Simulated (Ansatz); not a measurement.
Basis sets compared for AsAsAsSb tetrahedron (SbAs₃). The state is a singlet with charge 0. Geometry PBE0-D4/def2-SVP. Ansatz on 4 threads of Intel Xeon on a shared host; times are rough, and most runs start from earlier orbitals.

Cartesian coordinates in Å:
```
As 0.794 -1.255 0.302
As 0.580 0.612 -1.259
As 0.246 0.975 1.133
Sb -1.619 -0.332 -0.175
```

In the def2 sets Sb takes a core potential, while STO-3G treats all electrons; there is no spin–orbit coupling.

STO-3G and 6-31G are all-electron sets without relativity, so their totals don't compare with the def2 sets.

Binding counts from free atoms (As quartet, Sb quartet) in the same basis, without a counterpoise term.

```
              level  functions  energy (Eh)  HOMO (eV)  LUMO (eV)  binding per atom (eV)  wall time
          HF/STO-3G         81  -12879.3494      -6.18       5.23                      –      3.2 s
       HF/def2-TZVP        194   -6941.9586      -8.48       1.29                   0.67       14 s
    PBE-D4/def2-SVP        122   -6946.1867      -5.80      -1.98                   2.72      3.8 s
   PBE-D4/def2-TZVP        194   -6947.0273      -5.82      -2.07                   2.78        6 s
r2SCAN-D4/def2-TZVP        194   -6948.0850      -6.09      -2.01                   2.56       13 s
   PBE0-D4/def2-SVP        122   -6946.3770      -6.74      -1.37                   2.49      9.6 s
  PBE0-D4/def2-TZVP        194   -6947.2170      -6.72      -1.43                   2.56       12 s
```

Q: Estimate the rows for PBE-D4/def2-TZVPD, r2SCAN-D4/def2-TZVPD, PBE0-D4/def2-TZVPD.

A: 
```
               level  functions  energy (Eh)  HOMO (eV)  LUMO (eV)  binding per atom (eV)  wall time
   PBE-D4/def2-TZVPD        218   -6947.0286      -5.85      -2.12                   2.79        9 s
r2SCAN-D4/def2-TZVPD        218   -6948.0861      -6.10      -2.04                   2.56       15 s
  PBE0-D4/def2-TZVPD        218   -6947.2181      -6.74      -1.48                   2.57       16 s
```
